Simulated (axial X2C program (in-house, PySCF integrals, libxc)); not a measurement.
BeAu⁻: from Re and ωe to a spectrum

A bond curve at the PBE0 level, 2c, was computed with an in-house relativistic program for diatomic molecules (basis Au dyall-acv3z [14s15p10d6f4g], Be dyall-av3z [9s9p4d2f] (cores contracted in-house)) for the state Ω = 0 (closed shell). Its fit gives Re = 2.1632 Å, ωe = 447.0 cm⁻¹, ωexe = 4.85 cm⁻¹ and αe = 5.668e-03 cm⁻¹; the masses are 196.9666 and 9.0122 u. Two-component means X2C with spin–orbit coupling and atomic mean-field Coulomb and Gaunt terms.

Find the reduced mass, Be and the force constant.

From the PBE0 values: μ = 8.6179 u. Be = 16.8576/(μ Re²) = 0.418 cm⁻¹. k = 5.8918×10⁻⁷ μ ωe² = 1.01 mdyn/Å.

Estimate the centrifugal constant by the Kratzer relation.

D = 4Be³/ωe² = 1.46e-06 cm⁻¹.

Where do the fundamental and the first overtone lie?

ν(1←0) = ωe − 2ωexe = 437.3 cm⁻¹; ν(2←0) = 2ωe − 6ωexe = 864.9 cm⁻¹.

A Morse curve ties αe to the other constants (Pekeris). How well does that hold?

αe(Morse) = 6Be²/ωe × (√(ωexe/Be) − 1) = 5.644e-03 cm⁻¹; the PBE0 curve gives 5.668e-03 cm⁻¹, a ratio of 1.00.

Give B0, the J = 1←0 line in GHz and the most populated J at 300 K (kT = 208.5 cm⁻¹).

B0 = Be − αe/2 = 0.4152 cm⁻¹; 2B0 = 24.89 GHz; J(max) ≈ √(kT/2B0) − 1/2 = 15.3, so J = 15.

The state is a single determinant with fixed occupations, the lowest that a limited PBE0 search found. The highest occupied level of some functionals is positive through self-interaction error; at Hartree–Fock it is bound.
